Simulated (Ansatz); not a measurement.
Cost and result up the ladder for `C[Si](C)(C)[Si](C)(C)[Si](C)(C)[Si](C)(C)[Si](C)(C)[Si](C)(C)[Si](C)(C)[Si](C)(C)[Si](C)(C)C` (89 atoms). The state is a singlet with charge 0. Geometry: PBE-D4/def2-SVP.

Ansatz on 4 threads of AMD EPYC 7R13 on a shared host and a share (37 GiB) of an NVIDIA H100 80GB HBM3. Times are rough, and most runs start from the orbitals of an earlier one. PBE0-D4/def2-TZVP serves as the yardstick here, not as an exact answer. Differences are given only for rows in sets of like size (and for xTB, whose basis is part of the method), since another set adds its own error. Binding counts from free atoms at the same level (C triplet, Si triplet, H doublet; other spins of the atoms weren't run), without zero-point energy or a counterpoise term.

Single mean-field runs in def2-SVP, def2-TZVP are fitted with def2-universal-jkfit.

```
                          level  functions  wall time  binding energy per atom (eV)  difference from PBE0-D4/def2-TZVP (eV)
                PBE-D4/def2-SVP        742        8 s                          4.00                                       –
               PBE-D4/def2-TZVP       1313        8 s                          3.99                                    0.03
               PBE0-D4/def2-SVP        742      9.5 s                          3.98                                       –
            r2SCAN-D4/def2-TZVP       1313       10 s                          3.95                                   -0.01
PBE0-D4/def2-TZVP (with forces)       1313       15 s                          3.96                                    0.00
```
